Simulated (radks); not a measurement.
All-electron atom: Cl+ in [Ne] 3s0.5 3p5.5 (fractional occupations, a model configuration).

All-electron calculation, scalar-relativistic Kohn-Sham, PBE, spin-polarised, spherical densities, finite nucleus; open shells are filled with parallel spins first; Fermi nuclear charge, rms radius 3.3654 fm. Program: a radial shooting solver on a logarithmic mesh with Libxc functionals.

Energy parts (eV):
total: -12523.550
kinetic: 12580.513
electron-nucleus: -29661.455
Hartree: 5309.564
exchange-correlation: -752.174

Orbitals (lengths in bohr, moments of r in powers of bohr; <r^-3> diverges for s and p1/2; r(90%) holds 90 % of the orbital's charge):
[
 {"orbital": "1s up", "occ.": "1", "eigenvalue (eV)": "-2766.425", "r(90%)": "0.162", "<r^-3>": "-"},
 {"orbital": "1s down", "occ.": "1", "eigenvalue (eV)": "-2766.202", "r(90%)": "0.162", "<r^-3>": "-"},
 {"orbital": "2s up", "occ.": "1", "eigenvalue (eV)": "-267.5601", "r(90%)": "0.694", "<r^-3>": "-"},
 {"orbital": "2s down", "occ.": "1", "eigenvalue (eV)": "-267.3276", "r(90%)": "0.694", "<r^-3>": "-"},
 {"orbital": "2p up", "occ.": "3", "eigenvalue (eV)": "-206.5130", "r(90%)": "0.675", "<r^-3>": "102.5"},
 {"orbital": "2p down", "occ.": "3", "eigenvalue (eV)": "-206.2406", "r(90%)": "0.675", "<r^-3>": "102.5"},
 {"orbital": "3s up", "occ.": "0.5", "eigenvalue (eV)": "-33.6202", "r(90%)": "2.21", "<r^-3>": "-"},
 {"orbital": "3s down", "occ.": "0", "eigenvalue (eV)": "-32.3774", "r(90%)": "2.23", "<r^-3>": "-"},
 {"orbital": "3p up", "occ.": "3", "eigenvalue (eV)": "-20.7674", "r(90%)": "2.59", "<r^-3>": "9.041"},
 {"orbital": "3p down", "occ.": "2.5", "eigenvalue (eV)": "-19.6649", "r(90%)": "2.63", "<r^-3>": "8.817"}
]

The highest occupied level is 3p down at -19.665 eV. The configuration is held as typed, so some empty levels lie below it. The spin density at the nucleus is 7.397 e/bohr^3 (1s 0.009, 2s 0.056, 3s 7.332). The density falls to 0.001 e/bohr^3 at r = 3.62 bohr.
